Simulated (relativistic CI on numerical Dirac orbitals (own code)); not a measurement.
# Au73+: sensitivity of the levels to the model

Base calculation: Dirac-Coulomb-Breit CI, separate exchange-only KLI orbitals for each configuration, model QED (radiative potential, 1s self-energy scaled to tabulated hydrogen-like ionisation energies), unscaled Slater integrals.

CI space (outside the closed core 1s2): 2s2 2p2, 2s 2p3, 2p4, 2p3 3s, 2s2 2p 3s, 2p3 3p, 2p3 3d, 2s2 2p 3p, 2s2 2p 3d, 2s 2p2 3s, 2s 2p2 3p, 2s 2p2 3d, 2s2 2p 4s, 2s2 2p 4p, 2s2 2p 4d, 2s2 2p 4f, 2s2 3s2, 2s2 3s 3p, 2s 2p2 4s, 2s 2p2 4p, 2s2 3s 3d, 2s2 2p 5s, 2s2 3p2, 2s2 2p 5p, 2s 2p2 4d, 2s 2p2 4f, 2s2 2p 5d, 2s2 2p 5f, 2s2 2p 5g, 2s2 3p 3d, 2s 2p 3s2, 2s2 3d2, 2s 2p 3s 3p, 2s 2p 3s 3d, 2s 2p 3p2, 2s 2p 3p 3d. Levels of other configurations are missing.

Variants: (1) configuration mixing switched off; (2) one mean potential for all configurations. Shifts of the energy above 2s2 2p2 3P_0, in eV, for the lowest level and the first level of each name with at least 55 % of one term (blank where a level changes its place among those of its configuration and J or its character, or is not in the variant):

```csv
Level,Base,Δ(1),Δ(2)
2s2 2p2 3P_0,0.0,0.0,0.0
2s2 2p2 3P_1,1917.2,-1.4,+0.1
2s2 2p2 1D_2,1935.5,-1.4,+0.1
2s2 2p2 3P_2,3882.0,+3.6,+0.2
2s2 2p2 1S_0,3951.6,+5.6,+0.2
2s 2p3 3D°_3,4188.0,-3.0,+0.4
2s 2p3 3P°_0,4259.8,-3.1,+0.4
2s 2p3 1D°_2,4293.4,-2.5,+0.4
2s 2p3 3P°_1,4298.3,-2.9,+0.4
2p4 3P_2,4651.3,-8.8,+0.8
2p4 1S_0,4723.8,-10.9,+0.9
2p4 3P_1,6587.7,-4.0,+0.7
2p4 1D_2,6606.3,-3.7,+0.7
2p4 3P_0,8584.9,-5.0,+0.6
2s2 2p 3s 3P°_0,12157.4,+1.6,-0.8
2s2 2p 3s 3P°_1,12161.1,+0.8,-0.8
2s2 2p 3p 3D_1,12255.8,+0.5,-0.6
2s2 2p 3p 3P_0,12310.9,+1.6,-0.5
2s 2p2 3s 3P_0,12512.4,-4.1,-0.7
2s2 2p 3d 3F°_2,12917.5,-0.7,-0.8
2s2 2p 3s 3P°_2,14130.1,+7.4,-0.1
2s2 2p 3s 1P°_1,14140.2,+7.2,-0.2
```

At this charge energies of transitions that change n are usually good to better than 1 %, and those within a shell (Δn = 0) to a few per cent.

Ionisation energy from the two ground configurations alone: base 21469.7 eV. The NIST ASD value (theoretical) is 21470 eV.

LS names give the leading component of a level, which can be under half, so a name can repeat, a term be missing and a line seem to break the LS rules.
